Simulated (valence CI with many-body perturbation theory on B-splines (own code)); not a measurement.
**Sensitivity of CI+MBPT for Ti8+**

Computed by relativistic CI+MBPT: four valence electrons over a frozen Dirac-Fock core [Ne], radial functions for each j: 6 s, 6 p, 5 d, 3 f, 1 g, with the one-electron correlation potential Σ1 (screened to all orders), the two-electron term Σ2, the three-electron term Σ3, Breit, model QED; selected single and double excitations, second order for the rest, scaled by the run's own slope (own B-spline code, finite nucleus).

No measured spectrum was set against this ion. As an estimate, levels of excited configurations hold to 0.05 to 0.15 % of their energy, terms of the ground configuration to about 0.5 %.

The reference run has the lowest level 3s²3p² ³P_0 and an ionisation energy of 192.341 eV. Its largest variational space holds 9999 state functions.

Names give the largest LS component (configuration and term), which can be under half, so a name can repeat, a term be missing and a line seem to break the LS rules; names also repeat where a configuration has a term twice.

Changed runs:
A. core polarisation of operators on → off; Breit term on → off
B. hole-hole ladder in Σ2 on → off
C. three-electron term on → off
D. factor on the speed of light 1 → 1.1 (bad on purpose)

Excitation energies of the reference run in cm⁻¹, and shifts in cm⁻¹:

| Level | Reference | A | B | C | D |
| --- | --- | --- | --- | --- | --- |
| 3s²3p² ³P_1 | 3110 | +117 | -1.0 | -3.0 | -643 |
| 3s²3p² ³P_2 | 7287 | +262 | -0.7 | -1.3 | -1294 |
| 3s²3p² ¹D_2 | 28810 | +253 | +23 | +76 | -1234 |
| 3s²3p² ¹S_0 | 61543 | +230 | +46 | +203 | -1326 |
| 3s3p³ ⁵S°_2 | 144825 | +135 | -49 | -199 | -2241 |
| 3s3p³ ³D°_1 | 200181 | +145 | +8.9 | -122 | -2086 |
| 3s3p³ ³D°_2 | 200269 | +157 | +9.1 | -122 | -2094 |
| 3s3p³ ³D°_3 | 200974 | +248 | +8.7 | -124 | -2291 |
| 3s3p³ ³P°_0 | 230696 | +160 | +28 | -5.0 | -2305 |
| 3s3p³ ³P°_1 | 230823 | +201 | +28 | -6.3 | -2353 |
| 3s3p³ ³P°_2 | 230927 | +222 | +27 | -10 | -2391 |
| 3s3p³ ¹D°_2 | 254083 | +361 | +8.6 | -96 | -2173 |
| Ionisation energy (eV) | 192.341 | +0.053 | -0.012 | +0.081 | -0.057 |
